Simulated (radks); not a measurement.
Q: Neutral ruthenium: order these configurations by energy. Calculated with a radial shooting solver on a logarithmic mesh with Libxc functionals: scalar-relativistic Kohn-Sham, PBEsol, spin-polarised, spherical densities, finite nucleus; Fermi nuclear charge, rms radius of each element as measured or else 0.836 A^(1/3) + 0.57 fm. Open shells are filled with parallel spins first. [Kr] 4d6 5s1 5p1; [Kr] 4d6 5s2; [Kr] 4d7 5p1; [Kr] 4d7 5s1; [Kr] 4d8.

A: From the lowest, in eV above it: [Kr] 4d7 5s1 0.000; [Kr] 4d6 5s2 1.018; [Kr] 4d8 1.060; [Kr] 4d6 5s1 5p1 3.545; [Kr] 4d7 5p1 3.731.
